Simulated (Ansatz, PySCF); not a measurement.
This triplet lies 0.16 eV above the relaxed singlet at the level frozen-core CCSD(T)/aug-cc-pVDZ // B3LYP-D3(BJ)/def2-TZVPD (Ansatz, an electronic-structure program); other levels give the other order.

B3LYP has the VWN-RPA correlation part, as in Gaussian. 

## H₅Al₂Si, SMILES `[Al-]([AlH2])[SiH3]` (triplet; the order of the spin states depends on the level) (charge -1, multiplicity 3)

All values below come from B3LYP-D3(BJ)/def2-TZVPD (PySCF).

```yaml
highest_occupied_spin_orbital: -0.15 eV
total_energy: -777.4480 Ha
cost: around 2.5 core-minutes (rough)
```

```xyz
8

Al     2.4799     0.0985     0.0884
Al     0.4246    -1.0133    -0.7870
Si    -1.8894    -0.1637    -0.3819
H      3.9678    -0.4686    -0.1866
H      2.5248     1.4459     0.9837
H     -2.0489     1.0777     0.4529
H     -2.6568     0.1703    -1.6321
H     -2.8022    -1.1469     0.2992
```
Charge -1, spin multiplicity 3.
